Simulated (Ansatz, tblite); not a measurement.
Forces on Sn(OEt)Me3 (C5H14OSn) at its PBE-D4/def2-SVP geometry. Charge 0, multiplicity 1.

In the def2 sets Sn takes a core potential; there is no spin–orbit coupling. The xTB rows come from tblite.

GFN1-xTB (tblite), largest force 0.99 eV/Å:

```xyz
21
positions Å, forces eV/Å
C    -1.216   -1.093   -1.095   -0.438    0.185   -0.079
C    -1.344   -2.398   -1.872    0.037   -0.672   -0.354
C     0.447    2.339   -0.726   -0.078    0.612   -0.557
C     2.620    0.122    1.146    0.765   -0.325    0.138
C    -0.773    0.716    2.264   -0.561   -0.024    0.612
O     0.071   -1.023   -0.520   -0.512    0.813    0.225
Sn    0.592    0.606    0.577    0.082   -0.327   -0.138
H    -2.027   -1.049   -0.320    0.526   -0.064   -0.290
H    -1.415   -0.234   -1.790    0.259   -0.418    0.352
H    -2.347   -2.493   -2.337    0.541    0.125    0.291
H    -0.578   -2.446   -2.672   -0.394    0.065    0.433
H    -1.185   -3.263   -1.197   -0.082    0.484   -0.325
H     0.767    3.249   -0.181   -0.225   -0.654   -0.380
H    -0.597    2.474   -1.070    0.727   -0.066    0.214
H     1.103    2.194   -1.606   -0.468    0.144    0.584
H     3.011    0.868    1.865   -0.299   -0.508   -0.505
H     3.264    0.109    0.247   -0.379   -0.002    0.636
H     2.635   -0.880    1.616    0.063    0.676   -0.297
H    -0.506    1.575    2.912   -0.182   -0.611   -0.467
H    -0.708   -0.218    2.855   -0.081    0.658   -0.375
H    -1.813    0.846    1.906    0.699   -0.092    0.282
```

GFN2-xTB (tblite), largest force 0.81 eV/Å:

```
C -0.314 0.192 -0.026
C 0.046 -0.550 -0.283
C -0.051 0.656 -0.466
C 0.719 -0.248 0.171
C -0.503 0.061 0.625
O -0.721 0.209 -0.186
Sn 0.126 -0.140 -0.020
H 0.568 -0.081 -0.341
H 0.268 -0.480 0.378
H 0.610 0.146 0.331
H -0.452 0.075 0.519
H -0.083 0.572 -0.379
H -0.225 -0.578 -0.408
H 0.649 -0.015 0.161
H -0.431 0.149 0.505
H -0.234 -0.497 -0.471
H -0.333 -0.022 0.608
H 0.083 0.626 -0.292
H -0.220 -0.586 -0.402
H -0.098 0.592 -0.321
H 0.595 -0.079 0.296
```

PBE-D4/def2-TZVP (Ansatz), largest force 0.54 eV/Å:

```
C -0.496 0.177 -0.110
C 0.048 -0.215 -0.098
C -0.018 0.143 -0.132
C 0.177 -0.071 0.028
C -0.135 -0.008 0.142
O 0.225 0.259 0.233
Sn -0.057 -0.153 -0.101
H 0.247 -0.024 -0.164
H 0.104 -0.213 0.179
H 0.250 0.044 0.126
H -0.208 0.018 0.199
H -0.056 0.224 -0.173
H -0.096 -0.259 -0.153
H 0.299 -0.038 0.104
H -0.191 0.040 0.254
H -0.115 -0.202 -0.199
H -0.176 0.004 0.252
H -0.005 0.279 -0.128
H -0.078 -0.241 -0.189
H -0.018 0.269 -0.173
H 0.299 -0.032 0.103
```
